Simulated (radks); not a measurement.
Question: Numerical settings for the praseodymium ion Pr40+, [Ar] 3d1. Calculated with a radial shooting solver on a logarithmic mesh with Libxc functionals: scalar-relativistic Kohn-Sham, SCAN, spin-polarised, spherical densities, finite nucleus; open shells are filled with parallel spins first (spin-orbit coupling, left out, can overturn this in heavy ions); meta-GGA in the generalised Kohn-Sham scheme; Fermi nuclear charge, rms radius 4.8919 fm. The defaults (mesh step 0.008 in ln r, mesh end at 40 bohr or more with all orbitals vanishing there, Anderson mixing 0.5 over 9 steps, residual threshold near 1e-9 with the energy settled to 1e-9 hartree or 1e-11 of itself, here a cap of 95 iterations) give E = -7920.988 hartree and 3d at -2876.0 eV in 11 iterations. Run on one thread of a shared host, so times are rough (Arm Neoverse V1): 0.11 s of CPU time, 0.11 s wall, 11 iterations on 2189 mesh points. One setting is changed at a time: mesh step in ln r 0.12; mesh step in ln r 0.003; mesh step in ln r 0.2; mesh end (bohr) 12; mesh end (bohr) 2; residual threshold 1e-13; residual threshold 0.01; mixing 0.2; linear mixing, mixing 0.2; linear mixing, mixing 1; mixing history 3; iteration cap 5. Which runs fail to converge, and which converge to a wrong energy?

Answer: Not converged within the cap: mesh step in ln r 0.12; mesh step in ln r 0.2; residual threshold 1e-13; linear mixing, mixing 1; iteration cap 5. No run marked as converged misses the energy by more than 1 mhartree.
